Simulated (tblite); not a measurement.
C6H14N2Si.
Geometry (GFN2-xTB, Å), atoms numbered from 1 in this order:
```
atom  x, y, z in Å
Si1   -1.947   -1.658    0.270
N2    -0.909   -0.424   -0.337
C3    -1.350    0.770   -1.038
C4    -1.053    1.935   -0.074
C5    -0.248    1.251    1.054
N6     0.152   -0.050    0.533
C7     1.417   -0.033   -0.148
C8     2.088   -1.355   -0.358
C9     2.620   -0.403    0.667
H10   -2.842   -1.964   -0.847
H11   -2.764   -1.305    1.443
H12   -1.049   -2.754    0.615
H13   -0.777    0.880   -1.968
H14   -2.404    0.689   -1.295
H15   -0.469    2.713   -0.563
H16   -1.968    2.382    0.310
H17   -0.887    1.076    1.924
H18    0.625    1.823    1.365
H19    1.547    0.724   -0.923
H20    2.646   -1.508   -1.269
H21    1.563   -2.228   -0.006
H22    3.551    0.108    0.471
H23    2.453   -0.642    1.705
```

All values are computed: GFN2-xTB (tblite) harmonic vibrations without scaling, gas phase. The method is semi-empirical: single wavenumbers can be off by several per cent or more. Modes of hydrogen on silicon can be 10 to 20 % off. One conformer, not necessarily the lowest.

Harmonic wavenumbers (cm⁻¹): 45.4, 64.1, 81.2, 89.9, 148.1, 189.1, 247.4, 318.8, 384.5, 449.8, 542.0, 603.1, 611.5, 700.7, 742.3, 759.5, 780.8, 808.4, 815.6, 818.9, 855.6, 880.9, 924.5, 962.9, 992.0, 1005.2, 1038.1, 1049.8, 1066.4, 1069.1, 1076.3, 1093.4, 1103.3, 1129.4, 1152.8, 1158.7, 1195.8, 1232.3, 1243.6, 1257.9, 1274.7, 1287.1, 1296.2, 1361.9, 1422.4, 1471.8, 1478.4, 1488.2, 1504.8, 2163.3, 2250.8, 2291.4, 2893.5, 2927.3, 2951.0, 2996.5, 3003.5, 3008.2, 3016.9, 3085.7, 3092.2, 3108.0, 3124.3.

A = 1881, B = 1180, C = 873.5 MHz; mass 142.093 u (most abundant isotopes); point group C1, symmetry number 1.

Q: What is the zero-point energy?

A: ½Σν̃ = 41594 cm⁻¹ = 118.92 kcal/mol.

Q: What is S at 400 K and 1 bar for an ideal gas of classical rigid rotors and harmonic oscillators?

A: Translation 42.25, rotation 30.37, vibration 43.15: S = 115.8 cal/(mol K).

Q: And Cp and H(400 K) − H(0)?

A: Cp = 54.79 cal/(mol K), of which vibrations give 46.84 (their classical limit is 63 R = 125.2); H(400 K) − H(0) = 12.08 kcal/mol without the zero-point energy, 8.90 from vibrations.

Q: Which modes carry the vibrational entropy at 400 K?

A: 45.4 cm⁻¹: 5.59; 64.1 cm⁻¹: 4.91; 81.2 cm⁻¹: 4.44; 89.9 cm⁻¹: 4.24; 148.1 cm⁻¹: 3.26; 189.1 cm⁻¹: 2.79 cal/(mol K); the other 57 give 17.92 together.

Q: What must be added to the electronic energy to get the Gibbs energy at 400 K and 1 bar?

A: ZPE + [H(400 K) − H(0)] − T·S = 118.92 + 12.08 − 46.31 = 84.69 kcal/mol.

Q: How do the functions run with temperature in this model?

A: 
```json
{"T (K)": "50", "S (cal/(mol K))": "60.2", "Cp (cal/(mol K))": "14.5", "H − H(0) (kcal/mol)": "0.53", "G − H(0) (kcal/mol)": "-2.48", "ln q(vib)": "0.69"}
{"T (K)": "100", "S (cal/(mol K))": "71.9", "Cp (cal/(mol K))": "19.4", "H − H(0) (kcal/mol)": "1.39", "G − H(0) (kcal/mol)": "-5.80", "ln q(vib)": "2.17"}
{"T (K)": "298.15", "S (cal/(mol K))": "101.7", "Cp (cal/(mol K))": "41.3", "H − H(0) (kcal/mol)": "7.18", "G − H(0) (kcal/mol)": "-23.15", "ln q(vib)": "7.70"}
{"T (K)": "373.15", "S (cal/(mol K))": "112.1", "Cp (cal/(mol K))": "51.4", "H − H(0) (kcal/mol)": "10.66", "G − H(0) (kcal/mol)": "-31.17", "ln q(vib)": "9.76"}
{"T (K)": "500", "S (cal/(mol K))": "129.3", "Cp (cal/(mol K))": "66.2", "H − H(0) (kcal/mol)": "18.15", "G − H(0) (kcal/mol)": "-46.48", "ln q(vib)": "13.34"}
{"T (K)": "750", "S (cal/(mol K))": "160.3", "Cp (cal/(mol K))": "86.6", "H − H(0) (kcal/mol)": "37.46", "G − H(0) (kcal/mol)": "-82.77", "ln q(vib)": "20.47"}
{"T (K)": "1000", "S (cal/(mol K))": "187.1", "Cp (cal/(mol K))": "99.5", "H − H(0) (kcal/mol)": "60.84", "G − H(0) (kcal/mol)": "-126.28", "ln q(vib)": "27.34"}
```

q(vib) and H(0) count from the zero-point level.

Hindered rotation and anharmonicity are outside this model. Other conformers, if any are populated, would add a mixing term that is left out. The structure is chiral; the term R ln 2 for an equal mix with its mirror image is left out.
